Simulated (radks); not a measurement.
These are the eigenvalues of the occupied orbitals of an atom or ion with whole-number occupations (eV). Calculated with a radial shooting solver on a logarithmic mesh with Libxc functionals: Dirac Kohn-Sham, B86b exchange with PBE correlation, spin-unpolarised, spherical densities, point nucleus.

| orbital | eigenvalue |
|---|---|
| 1s1/2 | -5420.834 |
| 2s1/2 | -659.7143 |
| 2p1/2 | -564.8409 |
| 2p3/2 | -557.7437 |
| 3s1/2 | -123.2943 |
| 3p1/2 | -97.0345 |
| 3p3/2 | -96.1217 |
| 3d3/2 | -55.2669 |

Which element is it, and in what charge state? The configuration may be excited. Open shells, if any, fill j = l - 1/2 first.

Answer. Z = 23, vanadium, charge +4: V4+ in [Ar] 3d1. The list shows which subshells hold electrons but not how many an open one holds; the 1s level, -199.21 hartree, gives Z - s = 20.0 by -(Z - s)^2/2, which with screening and relativity narrows Z to a few neighbours, and the depths of the outer levels then fix element, charge and occupations together.
